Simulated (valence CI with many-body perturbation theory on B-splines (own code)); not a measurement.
# Forbidden lines of Tb XLIII

Calculated by configuration interaction combined with many-body perturbation theory (CI+MBPT): five valence electrons over a frozen Dirac-Fock core [Ar], a basis of 7 s, 7 p, 8 d, 6 f, 4 g, 1 h functions for each j, with the one-electron correlation potential Σ1, the two-electron term Σ2, the three-electron term Σ3, Breit, model QED; selected CI, second order for the rest (own B-spline code, finite nucleus).

The last digits are not significant, and no measured levels were compared; by estimate large intervals hold to a few tenths of a per cent, small ones and those within an open d or f shell to about a per cent. Only levels of the ground parity were solved; by the run's estimate the other parity begins above the list, which can be wrong where configurations are misplaced.

Lines 1 to 50 of 120 in falling wavelength, among levels below 1354300 cm⁻¹, chosen from the decays that carry over 1 % of a level's rate. Wavelengths and rates use the calculated energies. Electric multipoles are in the length gauge, E1 and E2 with the static RPA response of the core. S is in atomic units (e²a₀⁴ for E2 and M2, e²a₀⁶ for E3), for M1 in squared Bohr magnetons. Weak lines are less certain than strong ones. Lines between different terms over intervals too small for the method are left out, as are lines whose strength nearly cancels.

Levels are named by their leading jj configuration (3d3/2^4 stands for four electrons in 3d with j = 3/2), which in mixed levels can hold well under half, so a name can repeat and another be missing. Letters in brackets count levels of one name in rising energy.

```
λ vac (nm)                        Upper                        Lower  Type   A (s⁻¹)  S (a.u.)
     915.9     (3d3/2^3 3d5/2^2) J=11/2  (3d3/2^3 3d5/2^2) J=7/2 [a]    E2  5.42e-08  3.74e-05
     306.2      (3d3/2^3 3d5/2^2) J=9/2     (3d3/2^3 3d5/2^2) J=11/2    M1  3.52e+02  3.74e+00
     276.7  (3d3/2^3 3d5/2^2) J=7/2 [b]  (3d3/2^3 3d5/2^2) J=5/2 [b]    M1  3.67e+02  2.30e+00
     229.5      (3d3/2^3 3d5/2^2) J=9/2  (3d3/2^3 3d5/2^2) J=7/2 [a]    M1  9.37e+02  4.20e+00
     186.5  (3d3/2^3 3d5/2^2) J=5/2 [b]  (3d3/2^3 3d5/2^2) J=3/2 [a]    M1  1.42e+03  2.05e+00
     145.2      (3d3/2^3 3d5/2^2) J=1/2  (3d3/2^3 3d5/2^2) J=3/2 [a]    M1  8.92e+03  2.03e+00
     119.8  (3d3/2^3 3d5/2^2) J=7/2 [a]  (3d3/2^3 3d5/2^2) J=5/2 [a]    M1  6.18e+03  3.15e+00
     100.6  (3d3/2^3 3d5/2^2) J=7/2 [b]  (3d3/2^3 3d5/2^2) J=7/2 [a]    M1  2.49e+03  7.52e-01
     87.15  (3d3/2^3 3d5/2^2) J=3/2 [b]      (3d3/2^3 3d5/2^2) J=1/2    M1  2.25e+03  2.21e-01
     85.21  (3d3/2^2 3d5/2^3) J=5/2 [b]  (3d3/2^2 3d5/2^3) J=5/2 [a]    M1  5.79e+03  7.97e-01
     84.73  (3d3/2^2 3d5/2^3) J=7/2 [b]  (3d3/2^2 3d5/2^3) J=7/2 [a]    M1  4.23e+03  7.63e-01
     81.84  (3d3/2^2 3d5/2^3) J=1/2 [b]  (3d3/2^2 3d5/2^3) J=3/2 [a]    M1  1.67e+04  6.77e-01
     81.19  (3d3/2^2 3d5/2^3) J=1/2 [a]  (3d3/2^3 3d5/2^2) J=3/2 [b]    M1  2.04e+04  8.11e-01
     76.92  (3d3/2^3 3d5/2^2) J=3/2 [b]  (3d3/2^3 3d5/2^2) J=5/2 [b]    M1  6.26e+03  4.23e-01
     76.61  (3d3/2^2 3d5/2^3) J=9/2 [c]  (3d3/2^2 3d5/2^3) J=9/2 [b]    M1  1.68e+04  2.80e+00
     69.31  (3d3/2^2 3d5/2^3) J=5/2 [b]  (3d3/2^3 3d5/2^2) J=3/2 [b]    M1  1.75e+04  1.30e+00
     68.16  (3d3/2^3 3d5/2^2) J=5/2 [b]  (3d3/2^3 3d5/2^2) J=5/2 [a]    M1  3.72e+04  2.62e+00
     60.68  (3d3/2^2 3d5/2^3) J=3/2 [c]  (3d3/2^2 3d5/2^3) J=1/2 [b]    M1  1.07e+04  3.56e-01
     54.46  (3d3/2^3 3d5/2^2) J=3/2 [b]  (3d3/2^3 3d5/2^2) J=3/2 [a]    M1  1.59e+04  3.82e-01
     51.74  (3d3/2^2 3d5/2^3) J=9/2 [a]  (3d3/2^3 3d5/2^2) J=7/2 [b]    M1  3.67e+04  1.88e+00
     51.34  (3d3/2^2 3d5/2^3) J=3/2 [b]  (3d3/2^2 3d5/2^3) J=5/2 [a]    M1  1.13e+04  2.27e-01
     47.78  (3d3/2^2 3d5/2^3) J=5/2 [c]  (3d3/2^3 3d5/2^2) J=3/2 [b]    M1  1.02e+05  2.49e+00
     47.75  (3d3/2^2 3d5/2^3) J=7/2 [a]  (3d3/2^3 3d5/2^2) J=5/2 [b]    M1  8.02e+04  2.59e+00
     47.52  (3d3/2^2 3d5/2^3) J=3/2 [c]  (3d3/2^2 3d5/2^3) J=5/2 [c]    M1  1.66e+04  2.64e-01
     45.42  (3d3/2^2 3d5/2^3) J=5/2 [a]  (3d3/2^3 3d5/2^2) J=7/2 [a]    M1  8.10e+04  1.69e+00
     45.11  (3d3/2^2 3d5/2^3) J=3/2 [b]  (3d3/2^3 3d5/2^2) J=3/2 [b]    M1  4.35e+03  5.92e-02
     44.66  (3d3/2^3 3d5/2^2) J=5/2 [a]        (3d3/2^4 3d5/2) J=5/2    M1  4.18e+05  8.27e+00
     44.27  (3d3/2^2 3d5/2^3) J=9/2 [c]     (3d3/2^2 3d5/2^3) J=11/2    M1  2.69e+03  8.64e-02
     43.65  (3d3/2^2 3d5/2^3) J=7/2 [a]      (3d3/2^3 3d5/2^2) J=9/2    M1  1.30e+05  3.21e+00
     43.64    (3d3/2 3d5/2^4) J=7/2 [a]  (3d3/2^2 3d5/2^3) J=5/2 [c]    M1  6.90e+04  1.70e+00
     42.56     (3d3/2^2 3d5/2^3) J=11/2      (3d3/2^3 3d5/2^2) J=9/2    M1  5.12e+04  1.76e+00
     42.43  (3d3/2^2 3d5/2^3) J=5/2 [d]  (3d3/2^2 3d5/2^3) J=7/2 [b]    M1  6.61e+03  1.12e-01
     42.03  (3d3/2^2 3d5/2^3) J=1/2 [a]      (3d3/2^3 3d5/2^2) J=1/2    M1  2.40e+05  1.32e+00
     41.99  (3d3/2^2 3d5/2^3) J=5/2 [b]  (3d3/2^3 3d5/2^2) J=7/2 [b]    M1  5.47e+04  9.02e-01
     41.12    (3d3/2 3d5/2^4) J=5/2 [a]  (3d3/2^2 3d5/2^3) J=3/2 [a]    M1  9.19e+04  1.42e+00
     40.40  (3d3/2^2 3d5/2^3) J=3/2 [a]      (3d3/2^3 3d5/2^2) J=1/2    M1  3.97e+04  3.88e-01
     39.35    (3d3/2 3d5/2^4) J=3/2 [a]  (3d3/2^2 3d5/2^3) J=5/2 [c]    M1  1.05e+05  9.52e-01
     38.79    (3d3/2 3d5/2^4) J=7/2 [a]  (3d3/2^2 3d5/2^3) J=9/2 [b]    M1  7.96e+04  1.38e+00
     38.06  (3d3/2^2 3d5/2^3) J=3/2 [a]  (3d3/2^3 3d5/2^2) J=5/2 [b]    M1  1.68e+05  1.37e+00
     37.36     (3d3/2^2 3d5/2^3) J=11/2     (3d3/2^3 3d5/2^2) J=11/2    M1  3.20e+05  7.43e+00
     36.93       (3d3/2 3d5/2^4) J=11/2  (3d3/2^2 3d5/2^3) J=9/2 [b]    M1  7.40e+04  1.66e+00
     36.68  (3d3/2^2 3d5/2^3) J=7/2 [a]  (3d3/2^3 3d5/2^2) J=7/2 [a]    M1  1.92e+05  2.81e+00
     36.46  (3d3/2^2 3d5/2^3) J=5/2 [b]  (3d3/2^3 3d5/2^2) J=5/2 [b]    M1  2.34e+05  2.52e+00
     36.43  (3d3/2^2 3d5/2^3) J=9/2 [b]  (3d3/2^3 3d5/2^2) J=7/2 [b]    M1  6.16e+04  1.10e+00
     36.14  (3d3/2^3 3d5/2^2) J=3/2 [b]  (3d3/2^3 3d5/2^2) J=5/2 [a]    M1  1.41e+04  9.86e-02
     35.49  (3d3/2^2 3d5/2^3) J=9/2 [a]     (3d3/2^3 3d5/2^2) J=11/2    M1  1.30e+05  2.15e+00
     34.85  (3d3/2^2 3d5/2^3) J=3/2 [c]  (3d3/2^2 3d5/2^3) J=3/2 [a]    M1  3.77e+03  2.36e-02
     34.62  (3d3/2^2 3d5/2^3) J=5/2 [d]  (3d3/2^2 3d5/2^3) J=5/2 [b]    M1  7.52e+04  6.94e-01
     34.33  (3d3/2^2 3d5/2^3) J=7/2 [b]  (3d3/2^3 3d5/2^2) J=7/2 [b]    M1  6.27e+04  7.52e-01
     34.17  (3d3/2^2 3d5/2^3) J=9/2 [a]  (3d3/2^3 3d5/2^2) J=7/2 [a]    M1  1.95e+05  2.88e+00
```
